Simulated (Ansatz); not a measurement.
Reaction (substitution at a C–C bond): `CC(=N)F` + `CB(N)N` → `CNB(C)N` + `N=CF`

Program: Ansatz. Geometries: PBE0-D4/def2-TZVP. ΔE: electronic, gas phase. CCSD(T)/CBS adds triple-zeta CCSD(T) − MP2 to the extrapolated MP2 energy (def2 sets, frozen cores). This one scheme is used for every species. Functionals use def2-TZVPP. Each species was taken in one conformer, which may not be the lowest.

Question: Is it downhill or uphill in electronic energy at CCSD(T)/CBS, and by how much? (Estimate.)

Answer: Computed: Uphill: ΔE = +15.7 kcal/mol.

Question: What do these levels give: PBE0-D4, PBE0, MP2/def2-TZVPP, SCS-MP2/def2-TZVPP, CCSD(T)/def2-TZVPP, SCS-MP2/def2-QZVPP? (Estimate.)

Answer: Computed: PBE0-D4 15.7, PBE0 16.1, MP2/def2-TZVPP 15.8, SCS-MP2/def2-TZVPP 15.1, CCSD(T)/def2-TZVPP 15.1, SCS-MP2/def2-QZVPP 15.4 kcal/mol.

Largest T1 diagnostic among the species: 0.013.
